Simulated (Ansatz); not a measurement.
Problem. Name a neutral molecule of Br, C, Ge and H with HOMO energy (PBE/def2-TZVPP) between -6.75 and -6.45 eV and HOMO energy (B3LYP/def2-TZVPP) between -7.70 and -7.40 eV (Ansatz, PBE0-D4/def2-TZVP geometry).

Solution. `[CH3][Ge]([CH3])([CH3])[Br]` (-6.48 eV, -7.48 eV); `[CH3][GeH]([CH3])[Br]` (-6.62 eV, -7.62 eV). Other molecules can fit too; these were computed, each in one conformer that needn't be the lowest.

B3LYP here is the variant with VWN-RPA as its local correlation; programs differ in this.
